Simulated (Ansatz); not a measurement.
Basis-set series for `C[CH2][GeH2][NH2]`. The species carries charge 0 and has multiplicity 1. The geometry is a stationary point of PBE0-D4/def2-TZVP. It is one conformer, not always the lowest.

| functional | basis | functions | energy (Eh) | HOMO (eV) | LUMO (eV) |
| --- | --- | --- | --- | --- | --- |
| PBE0-D4 | def2-SVP | 119 | -2212.60891 | -6.78 | 1.14 |
| PBE0-D4 | def2-TZVPP | 267 | -2213.02803 | -6.97 | 0.60 |
| ωB97M-V | def2-SVP | 119 | -2212.82284 | -9.08 | 2.84 |
| ωB97M-V | def2-TZVPP | 267 | -2213.25052 | -9.28 | 2.08 |

(1) Give the rows for def2-QZVPP. (An estimate is asked.)

Answers

(1) The calculation gave: 
```
functional       basis  functions  energy (Eh)  HOMO (eV)  LUMO (eV)
   PBE0-D4  def2-QZVPP        530  -2213.08132      -7.01       0.29
   ωB97M-V  def2-QZVPP        530  -2213.30260      -9.31       1.57
```

Positive LUMOs are unbound and depend on the basis. Scalar relativity is left out up to krypton.

Computed with Ansatz.
